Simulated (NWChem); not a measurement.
Molecule: C$_{3}$H$_{7}$NSi; SMILES CC1=NC[SiH2]1

```xyz
12

C      0.3806     2.1770    -0.0002
C      0.0036     0.7342    -0.0001
N     -1.2292     0.3107     0.0000
C     -1.1174    -1.1797     0.0011
Si     0.7962    -0.9998    -0.0009
H     -0.5294     2.8098     0.0017
H      0.9996     2.4223     0.8885
H      0.9960     2.4229    -0.8912
H     -1.6056    -1.6228    -0.8924
H     -1.6032    -1.6208     0.8969
H      1.5711    -1.4382    -1.2210
H      1.5756    -1.4400     1.2157
```
Atoms are numbered in this order, from 1.

Computed with NWChem. Coordinates come from a PBE-D3(BJ)/def2-SVP optimisation. No frequency run checked for a minimum. Level: M05-2X/def2-SVP with SMD (1 M gas to 1 M solution), gas-phase geometry. Reactions with the solvent are ignored.

For solvent cyclohexanone:

```
Quantity                                     Value
-------------------------------------------  -----
solvation free energy (kcal/mol)              -3.2
cavity-dispersion-structure term (kcal/mol)    1.0
```

Problem. Estimate the same quantities for solvent water.

Solution. 
- solvation free energy (kcal/mol) = -1.8
- cavity-dispersion-structure term (kcal/mol) = 2.6
